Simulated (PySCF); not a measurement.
Ionisation energy of Zn by level of theory

Zn [Ar] 3d10 4s2 (1S) → Zn⁺ [Ar] 3d10 4s1 (2S), as a difference of total energies. Calculation: PySCF 2.14, in pcseg-2; no relativity, point nucleus. Correlated levels: valence: [Ar] frozen. The calculations carry no spin-orbit coupling.

```
           method  ionisation energy (eV)  difference from reference (eV)
              UHF                   7.656                          -1.738
             MN15                   9.274                          -0.120
           r2SCAN                   9.198                          -0.196
    MP2 (valence)                   8.885                          -0.509
SCS-MP2 (valence)                   8.899                          -0.495
```

Reference: 9.394 eV (measured; NIST Atomic Spectra Database, ionization energies).

These non-relativistic numbers lack the scalar-relativistic shift.

Errors of the correlated levels include the incompleteness of this basis and the frozen core.

MP2 underrates the near-degeneracy of ns² with np² in the lower species.
